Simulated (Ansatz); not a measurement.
`F[SiH](F)S[SiH3]` + `[OH][GeH2][OH]` → `[OH][GeH2][O][SiH3]` + `F[SiH](F)S`  (ligand exchange at the Si–S bond)

Computed with Ansatz on PBE0-D4/def2-TZVP structures; ΔE is electronic, products minus reactants. CCSD(T)/CBS is the MP2 limit (def2-TZVPP, def2-QZVPP) plus CCSD(T) − MP2 in def2-TZVPP, frozen cores. DFT in def2-TZVPP. B3LYP here is the variant with VWN-RPA as its local correlation; programs differ in this. For Ge outer-core shells are correlated without core-valence functions, which leaves a few kJ/mol of doubt a bond. Scalar relativity is left out up to krypton. One conformer a species, not always the lowest.

```csv
level,ΔE (kcal/mol),difference from CCSD(T)/CBS
PBE-D4,-6.4,3.6
r2SCAN-D4,-9.0,1.0
PBE0-D4,-7.5,2.5
B3LYP-D4,-10.5,-0.5
ωB97X-V,-10.1,-0.1
ωB97M-V,-9.9,0.1
B2PLYP,-11.3,-1.3
PBE,-6.9,3.1
B3LYP,-11.3,-1.3
HF/def2-TZVPP,-15.2,-5.2
CCSD/def2-TZVPP,-11.9,-1.9
CCSD(T)/def2-TZVPP,-11.1,-1.1
HF/def2-QZVPP,-15.6,-5.6
HF/CBS(def2),-15.6,-5.6
MP2/CBS(def2),-9.3,0.7
CCSD/CBS(def2),-10.8,-0.8
CCSD(T)/CBS,-10.0,0
```

Largest T1 diagnostic among the species: 0.012.

From PBE to PBE0 (25 % exact exchange), in def2-TZVPP and without D4, ΔE moves by −1.0 kcal/mol. In def2-TZVPP, CCSD(T) changes the Hartree–Fock value by +4.1 kcal/mol (the triples alone add +0.8 kcal/mol) and MP2 by +4.9 kcal/mol.
